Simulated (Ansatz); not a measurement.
Start from `[NH2][Ti]([OH])([F])[Cl]` and change one atom or group to get `[NH2][Ti]([OH])([OH])[Cl]`.

Ansatz, PBE0-D4/def2-TZVP geometries, multiplicity 1. Each molecule was computed in one conformer, which needn't be the lowest.

Scalar relativity is left out up to krypton.

| property | `[NH2][Ti]([OH])([F])[Cl]` |
| --- | --- |
| HOMO energy (ωB97M-V/def2-TZVPP) / eV | -10.39 |
| HOMO energy (PBE0/def2-TZVPP) / eV | -8.10 |
| ideal-gas entropy at 298 K and 1 bar (rigid rotor, harmonic PBE0-D4/def2-TZVP) / J/(mol·K) | 376 |
| size of the dipole moment (B3LYP/def2-TZVPP) / D | 2.81 |
| size of the dipole moment (PBE/def2-TZVPP) / D | 2.79 |
| LUMO energy (PBE/def2-TZVPP) / eV | -3.19 |

What does the change do to each property? (An estimate is asked.)

Ansatz gave: 
```tsv
property	`[NH2][Ti]([OH])([OH])[Cl]`	shift
HOMO energy (ωB97M-V/def2-TZVPP) / eV	-10.17	0.22
HOMO energy (PBE0/def2-TZVPP) / eV	-7.86	0.24
ideal-gas entropy at 298 K and 1 bar (rigid rotor, harmonic PBE0-D4/def2-TZVP) / J/(mol·K)	376	0
size of the dipole moment (B3LYP/def2-TZVPP) / D	3.76	0.95
size of the dipole moment (PBE/def2-TZVPP) / D	3.74	0.95
LUMO energy (PBE/def2-TZVPP) / eV	-2.76	0.43
```

With PBE0 the HOMO rises by 0.24 eV and the LUMO rises by 0.43 eV, so the gap widens by about 0.19 eV. PBE moves the HOMO by 0.22 eV and ωB97M-V by 0.22 eV. The zero-point energy changes by 29.1 kJ/mol with +3 modes. Dipoles are sizes alone; their direction can turn.

B3LYP here is the variant with VWN-RPA as its local correlation; programs differ in this.
